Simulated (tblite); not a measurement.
H₁₁NSi₄.
Numbering: `[SiH3:1][SiH2:2][N:3]([SiH3:4])[SiH3:5]` (hydrogens: H6, H7, H8 on Si1; H9, H10 on Si2; H11, H12, H13 on Si4; H14, H15, H16 on Si5)

Computed with GFN2-xTB (tblite), gas phase: nudged elastic band of 9 images (0 to 8), spring 0.2 eV/Å², climbing image at the end, force threshold 0.05 eV/Å. The top image wasn't refined or checked by frequencies; at this threshold it can lie a kcal/mol or more above the true saddle point of the method.

The band describes a rotation about Si2–N3 (SiH2 silicon, nitrogen bridging silicon atoms), followed by the dihedral Si1–Si2–N3–Si4, from the optimised start (-82°) to a second optimised geometry at 72°.

**Question.** How does the energy change from image to image?

**Answer.** 
| image | dihedral (°) | E (kcal/mol) | Si2–N3 (Å) | Si1···Si4 (Å) | largest true force (eV/Å) |
| --- | --- | --- | --- | --- | --- |
| 0 | -82 | 0.00 | 1.755 | 4.22 | 0.01 |
| 1 | -65 | 0.18 | 1.756 | 3.97 | 0.04 |
| 2 | -48 | 0.62 | 1.757 | 3.77 | 0.04 |
| 3 | -31 | 1.09 | 1.757 | 3.67 | 0.04 |
| 4 | -10 | 1.22 | 1.757 | 3.65 | 0.04 |
| 5 | 13 | 1.07 | 1.756 | 3.68 | 0.04 |
| 6 | 36 | 0.93 | 1.756 | 3.78 | 0.04 |
| 7 | 59 | 0.67 | 1.756 | 3.94 | 0.03 |
| 8 | 72 | 0.22 | 1.756 | 4.03 | 0.01 |

Barriers of this band. The top is image 4 at -10°: 1.22 kcal/mol forward and 1.00 kcal/mol back; the end lies 0.22 kcal/mol above the start. The central bond is 0.002 Å longer at the top than at the start.

**Question.** What rate follows at 298 K for crossing this barrier forward?

**Answer.** Taking the electronic barrier for the free energy of activation (no zero-point or entropy terms, transmission 1), rate = (kT/h)·exp(−ΔE/kT) ≈ 8 × 10^11 s⁻¹, whose inverse is 1 × 10^-12 s. An error of 1 kcal/mol in the barrier changes this by a factor of 5, and the method and the loose band can each miss by that much or more. The barrier is only 2.1 kT, where transition-state theory is rough.

**Question.** How would the two end points share their population at 298 K, from these energies alone?

**Answer.** exp(−ΔE/kT) with ΔE = 0.010 eV gives 0.68 for the higher one (end) against 1 for the lower, without vibrational, rotational or degeneracy terms. GFN2-xTB can put conformers this close in the wrong order.

**Question.** How long is the path, and how are the images spaced?

**Answer.** Cartesian distances between aligned neighbours (all atoms, Å): 1.27, 1.27, 1.25, 1.24, 1.24, 1.26, 1.51, 1.86; the sum is 10.90 Å, and the top lies 46 % of the way along.

The cost below is that of the whole band run. The run took 3.4 s on Arm Neoverse V2, one thread, shared host, and the process peaked at 0.18 GiB of memory.
